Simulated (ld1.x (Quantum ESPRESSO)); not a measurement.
# strontium (Sr), TM: configuration errors across variants

strontium, norm-conserving Troullier–Martins (Kleinman–Bylander form), made with ld1.x (Quantum ESPRESSO) 7.5 (PBEsol, fully relativistic). Core [Ar] 3d10, reference 4s2 4p6 4d0 5s1.75 5p0.25. Waves: 4s (bound): rc 1.55 bohr; 4p (bound): rc 2.10 bohr; 4d (bound, empty): rc 3.05 bohr. Local part: all-electron potential smoothed inside 2.75 bohr (lloc = -2). Core correction: none.

Open shells are filled in proportion to 2j + 1 (rel_dist='average').

Occupied shells without a wave of their own: 5p, 5s. They enter only through the test configuration that unscreens the potential.

All-electron excitation energies from the reference (eV): (1) 4s2 4p6 4d0 5s2 5p0 -0.569; (2) 4s2 4p6 4d0 5s1 5p0 5.326; (3) 4s2 4p6 4d0 5s0 5p0 16.220; (4) 4s2 4p6 4d0 5s0 5p2 4.150; (5) 4s2 4p5 4d0 5s2 5p0 27.745; (6) 4s2 4p6 4d1 5s0 5p0 7.061; (7) 4s2 4p6 4d0.5 5s1.5 5p0 0.580.

For the base: The 5p, 5s levels have no wave, so the channel is fitted at the deeper level alone: the likely source of the large errors.

On the changes marked as counting shells twice: ld1.x takes every shell without a wave as core, so the model core holds the marked electrons as well and exchange and correlation see them twice. This cancels in the reference configuration, but the file is broken for other ones, and its errors say nothing about a proper core correction.

1 further variants failed, have other tests or too few solved ones, and are left out.

Errors AE − PS in meV (a dash: test not solved or not reliable):

| change | (1) | (2) | (3) | (4) | (5) | (6) | (7) | bound ghosts |
| --- | --- | --- | --- | --- | --- | --- | --- | --- |
| base | -24 | +164 | +472 | +172 | -38 | +310 | +43 | none |
| core correction a·sin(br)/r model core inside 1.62 bohr (5p, 5s counted twice) | -26 | +17 | -278 | +87 | -123 | -33 | +39 | none |
| wave 4s (bound): rc 1.55 bohr becomes 4s (bound): rc 0.94 bohr | -25 | +167 | +484 | +180 | -42 | +317 | +44 | none |
| local potential the d channel | +0.1 | +6.2 | -9.1 | -9.5 | +46 | +15 | +4.3 | none |

(1) Give the same row for: wave 4d (bound): rc 3.05 bohr becomes 4d (bound): rc 4.52 bohr.

Results:

(1) -24, +164, +472, +172, -38, +363, +55; bound ghosts: none.
